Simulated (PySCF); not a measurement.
Compound: C₆H₉ClOSi.
Atom-mapped SMILES: `[CH2:1]=[C:2]([Cl:3])[C@@H:4]1[SiH2:5][CH2:6][CH2:7][C:8]1=[O:9]`

Cartesian coordinates in Å at the GFN2-xTB level; atoms count from 1:
```
atom  x, y, z in Å
C1     2.934   -0.245   -0.296
C2     1.699    0.150   -0.040
Cl3    1.446    1.580    0.914
C4     0.453   -0.509   -0.512
Si5   -0.802    0.704   -1.301
C6    -2.052    0.558    0.133
C7    -1.327   -0.187    1.257
C8    -0.286   -1.113    0.683
O9    -0.049   -2.216    1.095
H10    3.116   -1.127   -0.883
H11    3.795    0.288    0.068
H12    0.755   -1.332   -1.162
H13   -0.249    2.039   -1.504
H14   -1.301    0.138   -2.556
H15   -2.923   -0.017   -0.181
H16   -2.422    1.517    0.488
H17   -2.008   -0.749    1.897
H18   -0.790    0.526    1.887
```

Definitions: NICS(0) = −σiso at the ring centroid; NICS(1) = −σiso and NICS(1)zz = −σzz at ±1 Å along the ring normal z. Level: GIAO PBE0/pcSseg-1 (PySCF, non-relativistic, gas phase) on the GFN2-xTB geometry, one conformer.

Ring bond lengths (Å), with Mayer bond orders in brackets: C4–Si5 1.916 (0.81), Si5–C6 1.908 (0.90), C6–C7 1.530 (1.02), C7–C8 1.507 (0.97), C8–C4 1.529 (0.93).

Problem. What do the NICS probes read (ppm)?

Solution. 
| ring | type | NICS(0) | NICS(1), two faces | NICS(1)zz, two faces | rms pucker (Å) | centre to ring atoms, mean (Å) |
| --- | --- | --- | --- | --- | --- | --- |
| C4–Si5–C6–C7–C8 | 5-membered ring with Si; formal bonds all single | -0.3 | -3.3 / -1.6 | -5.2 / -3.9 | 0.14 | 1.41 |

Problem. What can be read from them?

Solution. 
- C4–Si5–C6–C7–C8: mean NICS(1)zz -4.5 ppm, shielded. C4, Si5, C6, C7 have four or more neighbours, and the NICS criterion for π rings isn't applied.

Problem. At the first NICS(1) probe listed for ring C4–Si5–C6–C7–C8, 1 Å off the ring, what do the in-plane components average?

Solution. The isotropic value is a third of the trace: (3 × -3.3 − (-5.2))/2 = -2.3 ppm.

Problem. List the ring angles and the Hirshfeld charges of the ring atoms.

Solution. 
- C4–Si5–C6–C7–C8: C4 104.8° (-0.133 e), Si5 94.1° (+0.336 e), C6 106.2° (-0.158 e), C7 110.3° (-0.084 e), C8 112.9° (+0.165 e); sum 528.2° against 540° for a flat convex ring.
